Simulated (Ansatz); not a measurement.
H3Si (SMILES [SiH3+]), charge 1, multiplicity 1, relaxed at each level with Ansatz (a first-principles code); harmonic frequencies from differences of analytic forces, average atomic masses, frozen cores.

```csv
level,harmonic frequencies (cm⁻¹),ZPE (eV),cost over PBE/def2-TZVPP (rough)
PBE/def2-TZVPP,805 902 902 2191 2276 2276,0.580,×1
B3LYP/def2-TZVPP,839 942 942 2268 2349 2349,0.601,×0.8
PBE0/def2-TZVPP,833 931 931 2265 2345 2345,0.598,×0.8
wB97X-V/def2-TZVPP,846 947 947 2307 2378 2378,0.608,×2
MP2/cc-pV(T+d)Z,869 968 968 2349 2423 2423,0.620,×0.8
CCSD(T)/cc-pV(T+d)Z,848 945 945 2296 2372 2372,0.606,×5
```

Measured: fundamentals as far as tabulated 838, 938 cm⁻¹ [NIST CCCBDB]. Measured modes stand in the spectroscopists' order.
